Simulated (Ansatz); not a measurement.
Input file:

```yaml
crystal:
  periodic: [false, false, false]
  atoms:
    - { symbol: Hf, position_ang: [0.0, 0.0, 0.0] }
    - { symbol: O, position_ang: [0.0, 0.0, 2.07] }
    - { symbol: Si, position_ang: [-1.3147, -0.4067, 3.0336] }
    - { symbol: H, position_ang: [-2.239, -1.2403, 2.2704] }
    - { symbol: H, position_ang: [-0.8506, -1.1432, 4.2057] }
    - { symbol: H, position_ang: [-1.9987, 0.8095, 3.4633] }
    - { symbol: O, position_ang: [1.952, 0.0, -0.6893] }
    - { symbol: H, position_ang: [2.2684, -0.9521, -0.806] }
    - { symbol: O, position_ang: [-0.975, 1.6891, -0.6893] }
    - { symbol: H, position_ang: [-1.9328, 1.4584, -0.9117] }
    - { symbol: O, position_ang: [-0.975, -1.6891, -0.6893] }
    - { symbol: H, position_ang: [-1.4296, -2.1548, 0.0831] }
basis:
  gaussian: { orbitals: def2-SVP }
hamiltonian:
  xc: pbe0
relax:
  f_tol: 0.02
  max_steps: 40
output:
  orbitals: {}
```

Run as:

```bash
$ ansatz run input.yaml --threads 4 --pin off --max-ram 5120MiB --backend cpu --events-out ev --progress --plain --runs-dir out
```

Hardware: 4 threads of Arm Neoverse V2 (shared host).

Q: Roughly how long does this run take, and how much memory?

A: 49 s, with a peak of 0.36 GiB, for 17 ionic steps.
